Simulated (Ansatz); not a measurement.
Program: Ansatz 0.2.0.

A structure relaxed at PBE0-D4/def2-TZVP, charge 0, multiplicity 1:

```tsv
atom	x (Å)	y (Å)	z (Å)
C1	-0.2570	1.3765	-0.4404
N2	0.2717	0.0429	-0.7379
In3	0.0476	-1.4837	1.0689
H4	0.2692	1.7806	0.4245
H5	-0.1541	2.0724	-1.2778
H6	-1.3115	1.2887	-0.1785
H7	1.2556	0.0931	-0.9769
H8	-0.2017	-0.3595	-1.5390
H9	0.9969	-0.5667	2.1995
H10	-1.6846	-1.3870	1.1713
H11	0.7679	-2.8571	0.2863
```

Problem. Give its formula and SMILES.

Solution. CH8InN, `C[NH2+][InH3-]`.

Problem. Point group (tolerance 0.08 Å, 0.16 Å for H)?

Solution. Cs.

Problem. Summarise the bond lengths by kind.

Solution. 1 × C–N 1.465 Å; 3 × C–H 1.090 to 1.094 Å; 1 × In–N 2.376 Å; 2 × H–N 1.014 Å; 3 × H–In 1.737 to 1.738 Å.
